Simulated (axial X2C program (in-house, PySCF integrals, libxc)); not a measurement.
# CuC⁺: cheaper levels and CCSD(T), two-component

Calculated with an in-house all-electron X2C program for linear molecules (integrals from PySCF). Two-component (2c) means X2C with spin–orbit coupling and atomic mean-field two-electron Coulomb and Gaunt terms. Basis: Cu dyall-cv3z [9s9p6d3f2g], C dyall-v3z [7s6p2d1f] (cores contracted in-house); Gaussian nuclei, density fitting, unrestricted open shells. Masses: Cu 62.930 u, C 12.000 u.

State: Ω = 2 (⟨Sz⟩ = 1.00, ⟨Lz⟩ = 1.00 at HF); fragments Cu+ + C.

| level | Re (Å) | ωe (cm⁻¹) | De (eV) |
| --- | --- | --- | --- |
| PBE0 | 1.810 | 570.1 | 1.77 |
| MP2 | 1.788 | 527.8 | 1.45 |
| CCSD | 1.894 | 423.0 | 1.22 |
| PBE50 | 1.879 | 461.7 | 1.29 |

Correlated methods: 14 electrons correlated (number of frozen shells: Cu 3 s, 2 p; C 1 s), 226 virtual spin orbitals or spinors in MP2, 90 natural virtuals in coupled cluster.

CCSD(T), same Hamiltonian and basis:

Re = 1.829 Å, ωe = 496.6 cm⁻¹; T1 = 0.030 (Lee–Taylor normalisation).

Question: Give the differences from CCSD(T) in the columns below.

Answer: 

```
level  ΔRe (Å)  Δωe (cm⁻¹)
 PBE0   -0.019          74
  MP2   -0.041          31
 CCSD    0.065         -74
PBE50    0.050         -35
```

Occupations by symmetry block were frozen at the best pattern of an incomplete PBE0 search. Dissociation energies refer to the lowest single-determinant-based atoms at the same level and basis. De is not given where an atomic determinant may have missed its ground term or J level, or where the truncated virtual space spoils (T). Density functionals use the spin component along the axis (collinear). Coupled cluster ran in a truncated set of natural virtual spinors; the MP2 energy of the rest was added. (T) has no such correction and the atoms are truncated less, which lowers De at CCSD(T) by a hundredth of an eV or more. The 2c atoms are single determinants rather than J levels; their spin–orbit lowering is only partly caught, and De is too large by that part. This holds for PBE0, MP2, CCSD, PBE50. PBE0 can misorder states that lie within some tenths of an eV, so this need not be the ground state of the molecule. The nearest other 2c determinant of the search, Ω = 0, lies 0.33 eV up at the distance of the search. Without a current term, density functionals place determinants with orbital angular momentum somewhat too high. With several unpaired electrons one determinant need not be a pure state. Open-shell Ω = 0 determinants with evenly filled partner blocks cannot be reached by this program, so the Ω shown need not be the lowest component. The levels of this run spread widely (ωe from 423 to 570 cm⁻¹), so these constants depend on the method.
